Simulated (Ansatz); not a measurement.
Cost and result for the atomization energy of CH11GaGe2Si, SMILES `C[SiH]([GaH2])[GeH2][GeH3]` (16 atoms, 15 bonds).

```xyz
16

C     1.344    1.503    0.455
Si   -0.260    0.627    0.916
Ga   -0.347   -0.239    3.155
Ge   -0.555   -1.252   -0.530
Ge   -0.440   -0.576   -2.856
H     2.200    0.845    0.621
H     1.339    1.800   -0.596
H     1.485    2.400    1.063
H    -1.422    1.525    0.641
H     0.973   -0.527    3.964
H    -1.721   -0.621    3.819
H     0.544   -2.306   -0.274
H    -1.908   -1.944   -0.271
H     0.910    0.108   -3.136
H    -1.561    0.432   -3.163
H    -0.582   -1.776   -3.808
```

The species carries charge 0 and has multiplicity 1. Correlated methods include outer-core shells of Ga, Ge, which these sets cover unevenly. Scalar relativity is left out up to krypton. All single points use the PBE0-D4/def2-TZVP geometry. It is one conformer, not always the lowest. Program: Ansatz. All runs use 2 threads of an AMD EPYC 7R13 on a shared host and a share of an NVIDIA H100 80 GB. Times are those of one run each, without the atoms' runs, and a repeat can differ threefold. Electronic energies, without spin–orbit coupling; frozen cores. CCSD(T)/CBS adds CCSD(T) − MP2 in def2-TZVPP to the MP2 limit, and its time is that of the two runs behind it. T1 = 0.012. With those shells the extrapolation isn't a true limit. B3LYP takes the VWN-RPA correlation (the form of Gaussian; ORCA's B3LYP/G). HSE06 is the plane-wave form, built on full-range PBE exchange.

CCSD(T)/CBS is a level of theory with its own doubt, some kJ/mol a heavy atom from the limit and from the frozen cores, so smaller differences don't rank the functionals.

| level | functions | wall time | atomization (kJ/mol) | difference from CCSD(T)/CBS | per bond |
| --- | --- | --- | --- | --- | --- |
| PBE-D4/def2-TZVPP (with forces) | 371 | 5.5 s | 4561.0 | -56.1 | -3.7 |
| CCSD(T)/def2-SVP | 183 | 6 s | 4335.9 | -281.2 | -18.7 |
| BLYP-D4/def2-TZVPP | 371 | 6.5 s | 4502.8 | -114.3 | -7.6 |
| B97M-V/def2-TZVPP | 371 | 7 s | 4654.6 | 37.5 | 2.5 |
| PBE0-D4/def2-TZVPP | 371 | 7 s | 4558.0 | -59.1 | -3.9 |
| B3LYP-D4/def2-TZVPP (with forces) | 371 | 8 s | 4567.8 | -49.3 | -3.3 |
| HSE06-D4/def2-TZVPP | 371 | 8.5 s | 4557.8 | -59.3 | -4.0 |
| ωB97M-V/def2-TZVPP (with forces) | 371 | 9 s | 4567.6 | -49.5 | -3.3 |
| MP2/def2-QZVPP | 724 | 9 s | 4533.8 | -83.3 | -5.6 |
| ωB97X-V/def2-TZVPP | 371 | 10 s | 4633.5 | 16.4 | 1.1 |
| r2SCANh-D4/def2-TZVPP | 371 | 11 s | 4602.2 | -14.9 | -1.0 |
| CCSD(T)/def2-TZVPP | 371 | 21 s | 4539.0 | -78.1 | -5.2 |
| CCSD(T)/CBS(def2) | – | 30 s | 4617.1 | 0.0 | 0.0 |

From r2SCAN to r2SCAN0 (25 % exact exchange), in def2-TZVPP and without D4, the atomization energy moves by −30.2 kJ/mol: exact exchange takes away binding that semilocal exchange gives to molecules. Leaving LDA and LC-ωPBE aside and taking each functional with its dispersion term where it has one, the values, not all of them listed here, spread over 171.7 kJ/mol, from revPBE-D4 to B97M-V. LDA lies +612.4 kJ/mol from PBE without D4, its usual overbinding. In def2-TZVPP, CCSD(T) changes the Hartree–Fock value by +1106.8 kJ/mol (the triples alone add +47.6 kJ/mol) and MP2 by +1056.8 kJ/mol; breaking electron pairs costs correlation energy, which Hartree–Fock lacks.
